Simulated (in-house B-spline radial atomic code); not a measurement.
Sb⁵⁺. Computed with a B-spline radial atomic code. Model: all-electron spherical atom, spin shells full or empty, radial basis limit, no spin-orbit coupling, Breit or QED, empty-state partial waves extrapolated as (l+1/2)^-4, RPA, G0W0 and static COHSEX of the highest shell as one setting changes (uncorrelated shells keep exact exchange).

Given: element Sb; charge 5; filled core Kr; hamiltonian one-electron scalar X2C; mean-field start HSE06; highest l of empty states 9; nuclear rms radius 4.6802 fm; highest mean-field shell 4d.

Shell: 4d 5 5 (electrons up and down).

```
lowest nl shells left uncorrelated  RPA correlation energy (hartree)  G0W0 level (eV)  G0W0 minus most complete (meV)  COHSEX level (eV)  linearised minus solved G0W0 (meV)
                                 0                           -3.6016          -100.15                               0            -103.92                                 -14
                                 1                            -3.426          -100.15                             0.2            -103.92                                 -14
                                 2                                 ?                ?                               ?                  ?                                   ?
                                 3                                 ?                ?                               ?                  ?                                   ?
                                 4                           -2.4986          -100.13                              23             -103.9                               -13.9
                                 5                           -1.9691           -100.1                            53.2            -103.85                               -13.8
                                 6                           -1.1378          -99.995                           156.9             -103.6                               -13.5
                                 7                          -0.97829          -100.04                           111.7            -103.57                               -13.8
                                 8                          -0.54492          -100.73                          -577.9            -104.13                               -15.7
```

(1) What follows for lowest nl shells left uncorrelated = 2?

(2) What follows for lowest nl shells left uncorrelated = 3?

## Answers

(1) RPA correlation energy -3.2322 hartree; G0W0 level -100.15 eV; G0W0 minus most complete 4.4 meV; COHSEX level -103.91 eV; linearised minus solved G0W0 -14 meV.

(2) RPA correlation energy -2.6787 hartree; G0W0 level -100.14 eV; G0W0 minus most complete 14.1 meV; COHSEX level -103.92 eV; linearised minus solved G0W0 -14 meV.
